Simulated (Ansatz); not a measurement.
```yaml
atoms:
  - { symbol: Fe, position_ang: [0.0000, 0.0000, 0.0000] }
  - { symbol: O, position_ang: [0.0000, 0.0000, 1.6200] }
  - { symbol: O, position_ang: [0.0000, 0.0000, -2.0800] }
  - { symbol: H, position_ang: [0.1490, -0.7452, -2.6700] }
  - { symbol: H, position_ang: [-0.1490, 0.7452, -2.6700] }
  - { symbol: O, position_ang: [2.0800, 0.0000, 0.0000] }
  - { symbol: H, position_ang: [2.6700, -0.7452, 0.1490] }
  - { symbol: H, position_ang: [2.6700, 0.7452, -0.1490] }
  - { symbol: O, position_ang: [-2.0800, 0.0000, 0.0000] }
  - { symbol: H, position_ang: [-2.6700, 0.7452, -0.1490] }
  - { symbol: H, position_ang: [-2.6700, -0.7452, 0.1490] }
  - { symbol: O, position_ang: [0.0000, 2.0800, 0.0000] }
  - { symbol: H, position_ang: [0.7259, 2.6700, -0.2250] }
  - { symbol: H, position_ang: [-0.7259, 2.6700, 0.2250] }
  - { symbol: O, position_ang: [0.0000, -2.0800, 0.0000] }
  - { symbol: H, position_ang: [-0.7259, -2.6700, 0.2250] }
  - { symbol: H, position_ang: [0.7259, -2.6700, -0.2250] }
```

Basis set: def2-TZVP on H, O; pcseg-2 on Fe. Charge 2. Computed with Ansatz (development build ahead of 0.2.0); the lowest solution found for each multiplicity.

How do the multiplicities compare at this shape? Give, from the lowest of each method, PBE0 (unrestricted) for 3, 5; PBE0 (restricted) for 3, 5.

```
            method  multiplicity  E (eV)  <S²>
PBE0, unrestricted             3   0.370  2.87
PBE0, unrestricted             5   0.000  6.18
  PBE0, restricted             3   0.698  2.00
  PBE0, restricted             5   0.000  6.00
```

Caution: other spin multiplicities may lie lower. Caution for PBE0, unrestricted: the unrestricted determinant is a mixture of spin states. Caution for PBE0, restricted: an unrestricted determinant lies well below.
